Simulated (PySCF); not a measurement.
Input of a run (PBE0-D3(BJ)/def2-SVP geometry optimisation, gas phase (PySCF 2.14.0)), started from a GFN2-xTB structure with every atom displaced at random (by about 0.01 Å):
```
{"job": {"xc": "PBE0", "basis": "def2-SVP", "d3": "d3bj", "grid": 1, "shake": 0.01, "kind": "geom"}, "charge": 0, "multiplicity": 1}
O      2.602760     1.128600     0.443620
C      1.944670     0.349810    -0.200860
C      0.498910     0.113670    -0.041360
C     -0.404470     0.630700     0.762440
Si    -1.595930    -0.568590    -0.131830
F     -2.715740    -0.094260    -1.146520
F     -2.212200    -1.847950     0.563090
O     -0.096590    -0.839330    -0.841060
H      2.404420    -0.274940    -0.959270
H     -0.375390     1.381370     1.530710
```

Output (energies in Eh, forces in Eh/bohr):
```
step   0  E = -754.19598745  max force = 0.051070
step   1  E = -754.20198169  max force = 0.015858
step   2  E = -754.20337827  max force = 0.007817
step   3  E = -754.20304178  max force = 0.018575
step   4  E = -754.20447468  max force = 0.004409
step   5  E = -754.20472633  max force = 0.002639
step   6  E = -754.20490745  max force = 0.001266
step   7  E = -754.20492378  max force = 0.000605
step   8  E = -754.20493889  max force = 0.000495
step   9  E = -754.20494546  max force = 0.000544
step  10  E = -754.20495674  max force = 0.000267
optimisation converged
```

Summarise the run.

The energy falls by 5.6 kcal/mol over 11 energy and gradient evaluations, the largest force component goes from 0.0511 to 2.7e-04 Eh/bohr, and the atoms move by 0.066 Å rms after alignment. The bond that changes most is C4–Si5 (alkene CH carbon to fluorine-bound silicon), which shortens by 0.092 Å. Bonds longer at the end by more than 0.005 Å: 8 of 10; shorter: 2. Among the angles that change most is Si5–C4–H10, from 142.1° to 148.4°. The energy rose by more than 1e-6 Eh at step 3. The first step brought 67 % of the lowering.

What are the final bond lengths?

O1=C2 1.200 Å, C2–C3 1.491 Å, C3=C4 1.354 Å, C4–Si5 1.821 Å, Si5–F6 1.598 Å, Si5–F7 1.598 Å, Si5–O8 1.712 Å, C3–O8 1.385 Å, C2–H9 1.116 Å, C4–H10 1.086 Å. Numbering counts from 1 in the input's order; the species is `C1(C=O)=C[Si](F)(F)O1`.

The run used 126 basis functions and 80 SCF cycles in all.

Not checked by PBE0-D3(BJ)/def2-SVP frequencies. The numbers are those of one conformer.

Conformer computed: `[O:1]=[CH:2][C:3]1=[CH:4][Si:5]([F:6])([F:7])[O:8]1`: O1–C2–C3–C4 0°.
